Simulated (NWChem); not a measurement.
# CAuFO; SMILES [O+]#[C-]->[Au][F]

```xyz
4

Au     0.0000    -0.1909     0.0000
F      0.0000    -2.1040     0.0000
O      0.0000     2.8028     0.0000
C      0.0000     1.6697     0.0000
```
Atoms are numbered in this order, from 1.

All runs use the structure optimised with PBE0/def2-SVP. def2 effective core potentials on Au; no spin-orbit coupling.

Q: List the 4 lowest vertical singlet excitations and the 4 lowest triplet ones from B3LYP/def2-SVP with def2 effective core potentials on Au, full TDDFT (NWChem).

A: 
```tsv
state	energy (eV)	oscillator strength	leading excitation (squared amplitude)
S1	5.08	0.000	HOMO−1 → LUMO+1 (0.43)
S2	5.15	0.036	HOMO−2 → LUMO (0.85)
S3	5.15	0.036	HOMO−2 → LUMO+1 (0.85)
S4	5.18	0.000	HOMO−1 → LUMO+1 (0.44)
T1	4.73	spin-forbidden	HOMO−1 → LUMO (0.42)
T2	4.85	spin-forbidden	HOMO−2 → LUMO (0.56)
T3	4.85	spin-forbidden	HOMO−2 → LUMO+1 (0.56)
T4	4.88	spin-forbidden	HOMO−1 → LUMO (0.43)
```
